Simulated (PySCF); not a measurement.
H4N, SMILES [NH4+], charge +1. Atoms are numbered in the order given.

```xyz
5

N      0.0000     0.0000     0.0000
H      0.5918    -0.5918     0.5918
H     -0.5918    -0.5918    -0.5918
H     -0.5918     0.5918     0.5918
H      0.5918     0.5918    -0.5918
```
Charge +1, spin multiplicity 1.

Coordinates come from a B3LYP-D3(BJ)/def2-TZVPD optimisation.

All values below come from PBE/def2-TZVPD (PySCF).

Mulliken values depend strongly on the basis, most of all with diffuse functions as here. Atomic charges (e):

```json
[
 {"atom": "N1", "Mulliken": "-0.46", "meta-Löwdin": "___"},
 {"atom": "H2", "Mulliken": "0.37", "meta-Löwdin": "___"},
 {"atom": "H3", "Mulliken": "0.37", "meta-Löwdin": "___"},
 {"atom": "H4", "Mulliken": "0.37", "meta-Löwdin": "___"},
 {"atom": "H5", "Mulliken": "0.37", "meta-Löwdin": "___"}
]
```

What belongs in the gaps? (Estimate from the structure and the level; the computed values follow.)


- N1, meta-Löwdin: -0.32
- H2, meta-Löwdin: 0.33
- H3, meta-Löwdin: 0.33
- H4, meta-Löwdin: 0.33
- H5, meta-Löwdin: 0.33
